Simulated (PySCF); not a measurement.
Correlation energy of Cl (chlorine, neutral)

[Ne] 3s2 3p5, 2P determinant. All numbers are calculated (PySCF 2.14, the non-relativistic Hamiltonian (point nucleus), in pcseg-2 (5s4p2d1f, 34 functions)). Frozen: [Ne]; 7 electrons correlated.

MP2 pair energies summed by pair of shells (mhartree):

```tsv
pair	energy	share (%)
3p-3p	-90.80	61.4
3s-3p	-48.48	32.8
3s-3s	-8.56	5.8
```

Total MP2 correlation energy: -147.84 mhartree.

Same-spin part -34.36 and opposite-spin part -113.48 mhartree; SCS-MP2 scales them by 1/3 and 6/5 to -147.63 mhartree.

```
  level  correlation energy (mhartree)
   CCSD                        -170.94
    (T)                          -4.65
CCSD(T)                        -175.59
```

Diagnostics: T1 = 0.0070, D1 = 0.0210, largest double amplitude 0.047.

Cost of the coupled-cluster step: 0.36 s of wall time on 1 thread of Neoverse-V2 (shared host), for 7 correlated electrons.

Iterations:

```
CC2 = 0
CCSD nocc = (np.int64(4), np.int64(3)), nmo = (29, 29)
frozen orbitals [[0, 1, 2, 3, 4], [0, 1, 2, 3, 4]]
max_cycle = 100
direct = 0
conv_tol = 1e-08
conv_tol_normt = 1e-06
diis_space = 8
diis_start_cycle = 0
Init t2, MP2 energy = -0.147840219408584
Init E_corr(UCCSD) = -0.147840219410506
cycle = 1  E_corr(UCCSD) = -0.165767952175525  dE = -0.0179277328  norm(t1,t2) = 0.0383561
cycle = 2  E_corr(UCCSD) = -0.169419138217114  dE = -0.00365118604  norm(t1,t2) = 0.012002
cycle = 3  E_corr(UCCSD) = -0.170996347213515  dE = -0.001577209  norm(t1,t2) = 0.00475486
cycle = 4  E_corr(UCCSD) = -0.170938272283476  dE = 5.807493e-05  norm(t1,t2) = 0.00060503
cycle = 5  E_corr(UCCSD) = -0.170939653629844  dE = -1.38134637e-06  norm(t1,t2) = 0.000103518
cycle = 6  E_corr(UCCSD) = -0.170939965957782  dE = -3.12327938e-07  norm(t1,t2) = 2.77872e-05
cycle = 7  E_corr(UCCSD) = -0.170939930947211  dE = 3.50105714e-08  norm(t1,t2) = 8.19901e-06
cycle = 8  E_corr(UCCSD) = -0.170939924280684  dE = 6.66652708e-09  norm(t1,t2) = 1.98475e-06
cycle = 9  E_corr(UCCSD) = -0.170939918554131  dE = 5.72655284e-09  norm(t1,t2) = 3.17086e-07
UCCSD converged
E(UCCSD) = -459.6491149620247  E_corr = -0.1709399185541307
UCCSD(T) correction = -0.00464639350544619
```
